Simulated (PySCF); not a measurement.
# Nickel: a sound run and one with changed settings

Sound run: Ni [Ar] 3d8 4s2, Ni⁺ [Ar] 3d9. Computed with PySCF 2.14 in 6-31G* (5s4p2d1f, 34 functions), with no relativity, point nucleus. In the sound run the correlated levels freeze [Ar]. The sound run starts from symmetry-adapted Hartree-Fock orbitals and uses a fine grid where one is needed.

Changed run: initial guess minao, at most 50 SCF cycles.

```
species  method  sound run (hartree)  changed run (hartree)  converged
     Ni     UHF          -1506.61038            -1506.61038        yes
     Ni     PBE          -1507.73365            -1507.73365        yes
     Ni    TPSS          -1508.01603            -1508.01603        yes
     Ni     MP2          -1506.77930            -1506.77930        yes
    Ni⁺     UHF          -1506.26997            -1506.26990        yes
    Ni⁺     PBE          -1507.39553            -1507.39043         no
    Ni⁺    TPSS          -1507.68357            -1507.71909         no
    Ni⁺     MP2          -1506.46800            -1506.46766        yes
```

Ionisation energy of Ni:

```csv
method,sound run (eV),changed run (eV)
UHF,9.263,9.265
MP2,8.471,8.480
SCS-MP2,8.670,8.677
```

A plain start with occupations fixed only by D2h representation lets s and d (or p and f) orbitals of one representation trade places, so the SCF can reach the same state, another state or none.

For comparison, NIST gives 7.640 eV between the lowest levels.
